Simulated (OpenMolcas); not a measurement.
**Ho3+ in cubic eightfold coordination: ligands and hosts compared**

| Property | Result |
| --- | --- |
| Program | OpenMolcas |
| Method | CASSCF |
| Active space | 10 electrons in 7 orbitals (4f) |
| Spin-orbit coupling | RASSI with atomic mean-field integrals over the reference wave functions |

Distances were set from a Shannon-type radius of the metal (high-spin where two are listed) plus a fixed donor radius (F 1.31 Å), in hosts weighted 0.65 to 0.35 with the host's distance in the model lattice. Anionic complexes are neutralised by point charges, and hosts are embedded clusters. Ligand basis ANO-RCC-VDZP. States (labels of O, the rotations of Oh). Energies in cm-1 above the lowest state or level, χT in cm3 K/mol.

```
Ligand or host  R (Å)   Metal basis  Outer charge (e at Å behind ligand)  Ground state  First state of that spin  First gap with spin-orbit (degeneracies)  Width of lowest J  χT at 300 K
          SrF2   2.39  ANO-RCC-VDZP                                                5A2                 5T2 118.4                               40.0 (5, 3)                304       13.702
             F   2.33  ANO-RCC-VDZP                          0.62 at 3.2           5A2                 5T2 130.7                                0.2 (3, 2)                331       13.670
          CaF2  2.339  ANO-RCC-VDZP                                                5A2                 5T2 148.8                                0.5 (3, 2)                376       13.612
```

The rows also differ in their outer charges, so part of each step comes from that.

The width of the lowest J multiplet rises in the order SrF2 < F < CaF2, by a factor of 1.24 from first to last.

High states are left out of the spin-orbit mixing, which shifts the levels that they would mix with. Without dynamic correlation the ligand-field splitting of an f shell can come out too small, at times by half. No measured value stands beside these numbers; the geometry is a model, was not optimised and need not be the one that this ion takes.
